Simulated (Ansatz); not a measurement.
Molecule: C4H3N2 (charge -1, singlet). It need not be the lowest isomer of its formula. Whether it binds its extra electron was not tested at this geometry. 
Geometry from a B3LYP-D3(BJ)/def2-TZVP (Ansatz, a first-principles code) optimisation:
SMILES: [c-]1cncnc1
```xyz
9

C      0.1277    -1.4924     0.0367
C      1.1946    -0.5770     0.1006
N      1.1229     0.7729     0.0708
C     -0.1083     1.2659    -0.0311
N     -1.2375     0.5667    -0.1037
C     -1.0788    -0.7757    -0.0674
H      2.2234    -0.9411     0.1849
H     -0.2013     2.3525    -0.0578
H     -2.0305    -1.3128    -0.1295
```
Charge -1, spin multiplicity 1.

Basis-set convergence of Hartree-Fock and CCSD(T) correlation energies (hartree) with Ansatz. Cores are frozen in the correlated levels unless marked. No spin-orbit coupling. No relativistic terms.

The Hartree-Fock reference is unstable (checked in the largest basis), which strains HF and MP2. 

```csv
basis,functions,E(HF),"E(corr, CCSD(T))"
aug-cc-pVDZ,165,-262.09049,-0.94454
aug-cc-pVTZ,345,-262.14324,-1.11224
aug-cc-pVQZ,618,-262.15808,-1.16181
```

Extrapolating the two largest sets (X = 3 and 4) as X^-3: E(corr) = (64·(-1.16181) - 27·(-1.11224))/37 = -1.1980 Eh, an estimate of the basis-set limit. The largest set recovers 97.0 % of it, the smallest 78.8 %.
